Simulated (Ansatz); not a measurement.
Cost and result for the atomization energy of C$_{4}$H$_{11}$F$_{2}$GaSi (`C[Si](C)(C)[CH2][Ga]([F])[F]`) (19 atoms, 18 bonds).

```
atom   x (Å)   y (Å)   z (Å)
  C1   0.187  -1.720   0.605
 Si2  -0.179   0.111   0.431
  C3  -0.080   0.947   2.102
  C4  -1.866   0.356  -0.337
  C5   1.112   0.871  -0.719
 Ga6   1.293  -0.163  -2.335
  F7   2.703  -1.077  -2.819
  F8   0.000  -0.387  -3.496
  H9  -0.489  -2.184   1.328
 H10   1.210  -1.894   0.950
 H11   0.056  -2.256  -0.341
 H12  -0.828   0.538   2.786
 H13   0.903   0.805   2.558
 H14  -0.258   2.022   2.016
 H15  -2.110   1.419  -0.421
 H16  -1.913  -0.076  -1.341
 H17  -2.643  -0.117   0.269
 H18   2.094   0.920  -0.241
 H19   0.810   1.886  -0.994
```

The species carries charge 0 and has multiplicity 1. Correlated methods include outer-core shells of Ga, which these sets cover unevenly. Scalar relativity is left out up to krypton. The geometry is a stationary point of PBE0-D4/def2-TZVP. It is one conformer, not always the lowest. Program: Ansatz. All runs use 4 threads of an AMD EPYC 7R13 on a shared host and a share of an NVIDIA H100 80 GB. Times are those of one run each, without the atoms' runs, and a repeat can differ threefold. Electronic energies, without spin–orbit coupling; frozen cores. CCSD(T)/CBS adds CCSD(T) − MP2 in def2-TZVPP to the MP2 limit, and its time is that of the two runs behind it. T1 = 0.012. With those shells the extrapolation isn't a true limit. B3LYP takes the VWN-RPA correlation (the form of Gaussian; ORCA's B3LYP/G).

CCSD(T)/CBS is a level of theory with its own doubt, some kJ/mol a heavy atom from the limit and from the frozen cores, so smaller differences don't rank the functionals.

| level | functions | wall time |
| --- | --- | --- |
| LDA (SPW92)/def2-TZVPP | 430 | 4.6 s |
| BLYP-D4/def2-TZVPP | 430 | 4.6 s |
| PBE-D4/def2-TZVPP (with forces) | 430 | 5.5 s |
| r2SCAN-D4/def2-TZVPP (with forces) | 430 | 5.5 s |
| B2PLYP/def2-TZVPP | 430 | 7 s |
| CCSD(T)/def2-SVP | 189 | 7 s |
| PBE-QIDH/def2-TZVPP | 430 | 7.5 s |
| B97M-V/def2-TZVPP | 430 | 7.5 s |
| ωB97X-V/def2-TZVPP | 430 | 10 s |
| B3LYP-D4/def2-TZVPP (with forces) | 430 | 11 s |
| MP2/def2-QZVPP | 831 | 17 s |
| CCSD(T)/def2-TZVPP | 430 | 45 s |
| CCSD(T)/CBS(def2) | – | 62 s |

(1) What atomization energy does each give, and how far from CCSD(T)/CBS? (An estimate is asked.)

Results:

(1) Ansatz gave: 
```tsv
level	atomization (kJ/mol)	difference from CCSD(T)/CBS	per bond
LDA (SPW92)/def2-TZVPP	8176.6	922.0	51.2
BLYP-D4/def2-TZVPP	7176.9	-77.7	-4.3
PBE-D4/def2-TZVPP (with forces)	7329.4	74.8	4.2
r2SCAN-D4/def2-TZVPP (with forces)	7268.2	13.6	0.8
B2PLYP/def2-TZVPP	7157.9	-96.7	-5.4
CCSD(T)/def2-SVP	6897.7	-356.9	-19.8
PBE-QIDH/def2-TZVPP	7223.5	-31.1	-1.7
B97M-V/def2-TZVPP	7250.8	-3.8	-0.2
ωB97X-V/def2-TZVPP	7259.5	4.9	0.3
B3LYP-D4/def2-TZVPP (with forces)	7212.7	-41.9	-2.3
MP2/def2-QZVPP	7306.3	51.7	2.9
CCSD(T)/def2-TZVPP	7100.7	-153.9	-8.6
CCSD(T)/CBS(def2)	7254.6	0.0	0.0
```

At CCSD(T), def2-SVP lies −356.9 kJ/mol from the extrapolated value and def2-TZVPP −153.9 kJ/mol: correlation converges slowly with the basis, and small sets miss more of it in the bonded molecule than in its fragments. From BLYP to BHLYP (50 % exact exchange), in def2-TZVPP and without D4, the atomization energy moves by −78.9 kJ/mol: exact exchange takes away binding that semilocal exchange gives to molecules. The D4 term adds +78.2 kJ/mol with B3LYP and +42.4 kJ/mol with PBE0; it sums over pairs of atoms, weighted by their polarisabilities, and B3LYP, whose exchange is more repulsive, gets the larger term.
